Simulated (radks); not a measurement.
Values are calculated unless marked as measured or tabulated.
Excited configurations of the lanthanum ion La2+: one electron is placed in a higher orbital outside [Xe]. The ground configuration is [Xe] 5d1. Level of theory: Dirac Kohn-Sham, LDA (Slater exchange, Perdew-Wang correlation), spin-unpolarised, spherical densities, finite nucleus; open shells are shared between the two j in proportion to 2j + 1; Fermi nuclear charge, rms radius 4.855 fm (a radial shooting solver on a logarithmic mesh with Libxc functionals). Excitation = E - E(ground); binding = E(ion) - E, where the ion is the core of charge +3; n* = 3/sqrt(2 binding) in atomic units, and the quantum defect is n - n*. Eigenvalue and <r> are those of j = l + 1/2.

outer orbital  excitation (eV)  binding (eV)  quantum defect  <r> (bohr)
4f                      -0.501        19.587           1.500       1.324
5f                      11.164         7.922           1.068       5.678
6s                       1.373        17.714           3.371       3.645
6p                       5.201        13.886           3.030       4.357
6d                       9.923         9.163           2.344       5.990
6f                      13.825         5.261           1.176       9.872
7s                       9.798         9.289           3.369       6.827
7p                      11.276         7.810           3.040       7.853
7d                      13.381         5.706           2.367       10.13
7f                      15.381         3.705           1.251       15.03

The Delta-SCF ionisation energy is 19.086 eV (NIST Atomic Spectra Database: 19.177 eV, measured). Self-interaction in the functional shifts the binding energies and quantum defects, so they are the method's values and not measured ones. Spin polarisation and multiplet splitting are left out, so open shells lie too high by an amount that depends on their filling. Sharing an open shell by 2j + 1 raises it above the true ground level by a part of the spin-orbit splitting, which enters the differences from NIST. A negative excitation energy means that this level of theory puts the configuration below the NIST ground configuration.

Beside tabulated values, note that spin-unpolarised runs miss the spin-polarisation part of the exchange energy of open shells.
